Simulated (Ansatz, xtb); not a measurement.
System: KF, charge 0, multiplicity 1. SMILES: [K][F]
Geometry from a B3LYP-D3(BJ)/def2-TZVP (Ansatz, a first-principles code) optimisation:
```
K
F 1 2.2019
```
Charge 0, spin multiplicity 1.

Harmonic wavenumbers from GFN2-xTB (xtb, at its own minimum), cm⁻¹: 338.

Q: Give the harmonic wavenumbers at B3LYP-D3(BJ)/def2-TZVP (Ansatz, finite differences of forces, unscaled).

A: 423 cm⁻¹. Zero-point energy 0.6 kcal/mol.

Q: From these and the geometry, give the ideal-gas thermochemistry at 298.15 K and 1 atm (rigid rotor, harmonic oscillator).

A: Point group C∞v, rotational symmetry number 1. Rotational constants 8.152, 8.152 GHz. S(trans) 38.10, S(rot) 15.17, S(vib) 0.88, S(elec, spin only) 0.00, S 54.2 cal/(mol K). H(298) - H(0) 2.25 kcal/mol; G - E(el) -13.3 kcal/mol.
